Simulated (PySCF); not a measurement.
A side-by-side comparison of computed properties.

First species: C₅H₁₁PSi.
Numbering: `[CH2:1]=[CH:2][CH:3]([CH:4]=[CH2:5])[SiH2:6][PH2:7]` (hydrogens: H8, H9 on C1; H10 on C2; H11 on C3; H12 on C4; H13, H14 on C5; H15, H16 on Si6; H17, H18 on P7)

Second species: C7H8S.
Z-matrix (Å and degrees, GFN2-xTB geometry), rows numbered from 1:
```
C 
C   1  1.3542
C   2  1.4226  1  112.95
C   3  1.4727  2  125.15  1  -179.96
C   4  1.5058  3  120.36  2    35.09
C   5  1.4931  4   60.28  3  -109.52
C   3  1.3621  2  111.37  1     0.03
S   7  1.7190  3  112.75  2    -0.01
H   1  1.0719  2  128.41  3   179.98
H   2  1.0752  1  123.07  3   179.99
H   4  1.0835  3  113.15  2  -179.97
H   5  1.0790  4  117.81  6   108.68
H   5  1.0792  4  117.96  6  -108.68
H   6  1.0790  4  117.81  5  -108.65
H   6  1.0793  4  118.00  5   108.68
H   7  1.0719  3  127.92  2   179.97
```

Levels: CAM-B3LYP/def2-SVPD for dipole moment, HOMO energy, LUMO energy, HOMO–LUMO gap, static isotropic polarisability and electronic spatial extent ⟨r²⟩ about the centre of nuclear charge; TDDFT CAM-B3LYP/def2-SVPD for lowest singlet excitation; TDA CAM-B3LYP/def2-SVPD for lowest triplet excitation (Tamm–Dancoff); GFN2-xTB for rotational constant A and rotational constant C. Geometries: GFN2-xTB. Each species is one conformer at its optimised geometry, gas phase, non-relativistic unless stated; the electronic structure was computed with PySCF and density fitting.

The conformers computed, where there is a choice (atom-mapped SMILES and torsion angles):
- `[CH2:1]=[CH:2][CH:3]([CH:4]=[CH2:5])[SiH2:6][PH2:7]`: C1–C2–C3–C4 145°, C2–C3–C4–C5 -137°, C2–C3–Si6–P7 53°, H–P7–Si6–C3 73°, H–P7–Si6–C3 166°
- `[cH:1]1[cH:2][c:3]([CH:4]2[CH2:5][CH2:6]2)[cH:7][s:8]1`: C2–C3–C4–C5 35°

```tsv
property	column X	column Y
dipole moment	1.06 D	0.58 D
HOMO energy	-7.70 eV	-8.07 eV
LUMO energy	0.80 eV	0.83 eV
HOMO–LUMO gap	8.50 eV	8.90 eV
lowest singlet excitation	5.59 eV	6.03 eV
lowest triplet excitation (Tamm–Dancoff)	3.79 eV	4.19 eV
static isotropic polarisability	95.1 au	115.6 au
electronic spatial extent ⟨r²⟩ about the centre of nuclear charge	1239 bohr²	1415 bohr²
rotational constant A	5.293 GHz	2.500 GHz
rotational constant C	0.941 GHz	0.843 GHz
```

Problem. Which column belongs to which species?

Solution. Column X is the second species and column Y the first. The first has 18 atoms and 70 electrons, the second 16 and 66.

Problem. How does each property change from the first species to the second?

Solution. dipole moment +0.48 D; HOMO energy +0.37 eV; LUMO energy -0.03 eV; HOMO–LUMO gap -0.40 eV; lowest singlet excitation -0.44 eV; lowest triplet excitation (Tamm–Dancoff) -0.40 eV; static isotropic polarisability -20.5 au; electronic spatial extent ⟨r²⟩ about the centre of nuclear charge -176 bohr²; rotational constant A +2.793 GHz; rotational constant C +0.098 GHz.

On the first: The 8 singlets span 6.03 to 7.15 eV, and their oscillator strengths add up to 0.71. The principal polarisabilities are 95.0, 109.4 and 142.3 au; their mean is the isotropic value.

On the second: The polarisability is 14.09 Å³ as a volume (1 au = 0.148185 Å³), or 1.44 au for each of the 66 electrons. The vertical singlet–triplet gap S1 − T1 is 1.80 eV (TDDFT singlet less Tamm–Dancoff triplet; S1: HOMO→LUMO, weight 0.91; T1: HOMO→LUMO, weight 0.70).
